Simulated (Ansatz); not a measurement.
Frontier orbitals of H2I2O2Zr, SMILES `[OH][Zr]([OH])([I])[I]`.

```csv
atom,x (Å),y (Å),z (Å)
O1,0.251,-1.148,1.243
Zr2,0.237,-0.010,-0.262
O3,-1.216,1.192,-0.180
I4,2.563,1.418,-0.310
I5,-0.001,-1.530,-2.517
H6,0.150,-1.659,2.042
H7,-1.982,1.736,-0.018
```

Total charge 0; spin multiplicity 1. Correlated methods include outer-core shells of I, Zr, which these sets cover unevenly. Zr, I: def2 effective core potential. All single points use the PBE0-D4/def2-TZVP geometry. It is one conformer, not always the lowest. Basis def2-TZVPP, Ansatz.

```
functional  HOMO (eV)  LUMO (eV)  gap (eV)
       PBE      -6.34      -2.56      3.78
    revPBE      -6.29      -2.48      3.81
      PBE0      -7.44      -1.85      5.59
     B3LYP      -7.19      -2.03      5.16
     BHLYP      -8.35      -0.97      7.38
 CAM-B3LYP      -8.61      -0.83      7.78
   ωB97M-V      -9.47       0.04      9.51
```

From PBE to PBE0 the HOMO moves by −1.09 eV and the LUMO by +0.71 eV, and with ωB97M-V by −3.13 and +2.60 eV, so the gap grows from 3.79 to 9.51 eV with exact exchange. A positive LUMO is unbound and depends on the basis.

B3LYP here is the variant with VWN-RPA as its local correlation; programs differ in this.
